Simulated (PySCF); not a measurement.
`[GeH3][O][SiH2][SiH2]OC`, CH$_{10}$GeO$_{2}$Si$_{2}$

Cartesian coordinates in Å; atom numbers follow the order of the lines, from 1:
```xyz
16

C    -3.188   -0.188    0.553
O    -2.123   -1.074    0.678
Si   -0.544   -0.766    0.922
Si    0.305    0.595   -0.727
O     1.938    0.521   -0.684
Ge    3.355    0.270    0.262
H    -4.067   -0.756    0.246
H    -2.977    0.582   -0.195
H    -3.396    0.299    1.509
H    -0.101   -2.161    0.957
H    -0.348   -0.202    2.280
H     0.030    0.226   -2.124
H    -0.034    2.029   -0.605
H     4.326   -0.359   -0.688
H     3.812    1.620    0.727
H     3.003   -0.628    1.412
```

Theory: GIAO KT3/pcSseg-1 magnetisability, rotational g tensor and spin-rotation constants, non-relativistic, gas phase (PySCF). Geometry: GFN2-xTB.

The calculation is non-relativistic, which matters for the atoms heavier than Zn.

Task: How diamagnetic is it, and how anisotropic?

Result: Isotropic -1230 × 10⁻³⁰ J/T², or -74.0 × 10⁻⁶ cm³/mol; principal values -1522, -1108, -1059 × 10⁻³⁰ J/T², anisotropy 440 × 10⁻³⁰ J/T² (root of half the summed squared differences of the principal values). The susceptibility is in cgs units.

Task: Split it along the inertial axes a, b, c into diamagnetic and paramagnetic parts about the centre of mass, with the quadrupole moment.

Result: 
| axis | χ (10⁻⁶ cm³/mol) | diamagnetic (10⁻⁶ cm³/mol) | paramagnetic (10⁻⁶ cm³/mol) | summed x² of all electrons (Å²) | quadrupole Θ (D Å) |
| --- | --- | --- | --- | --- | --- |
| a | -87.4 | -418.2 | 330.8 | 524.5 | +8.06 |
| b | -70.8 | -2339.4 | 2268.7 | 71.6 | -5.12 |
| c | -64.0 | -2529.0 | 2465.0 | 26.9 | -2.94 |

Anisotropies 2χaa − χbb − χcc = -39.9 and 2χbb − χaa − χcc = +9.8 × 10⁻⁶ cm³/mol. Θ is traceless in Buckingham's convention.

Task: And the rotational g tensor?

Result: 
| axis | rotational constant (GHz) | g | nuclear part | electronic part |
| --- | --- | --- | --- | --- |
| a | 4.4777 | -0.0663 | 0.6296 | -0.6959 |
| b | 0.5048 | -0.0096 | 0.5284 | -0.5380 |
| c | 0.4665 | -0.0106 | 0.5297 | -0.5403 |

Asymmetric top; isotopes 12C, 74Ge, 1H, 16O, 28Si; no vibrational averaging.
